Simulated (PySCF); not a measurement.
# Correlation energy of Nd (neodymium, neutral)

[Xe] 4f4 6s2, one real determinant. All numbers are calculated (PySCF 2.14, the spin-free X2C one-electron Hamiltonian (Gaussian nucleus), in x2c-TZVPPall (11s7p7d4f2g, 113 functions)). Frozen: [Kr] 4d10; 14 electrons correlated.

MP2 pair energies summed by pair of shells (mhartree):

```
 pair   energy  share (%)
5p-5p  -120.31       32.3
4f-5p   -95.64       25.7
4f-4f   -37.50       10.1
5s-5p   -34.47        9.2
5p-6s   -31.51        8.5
4f-5s   -19.87        5.3
6s-6s   -16.96        4.6
4f-6s    -8.67        2.3
5s-5s    -6.22        1.7
5s-6s    -1.66        0.4
```

Total MP2 correlation energy: -372.81 mhartree.

Same-spin part -138.69 and opposite-spin part -234.12 mhartree; SCS-MP2 scales them by 1/3 and 6/5 to -327.17 mhartree.

The reference is one real determinant that mixes LS terms of this configuration.
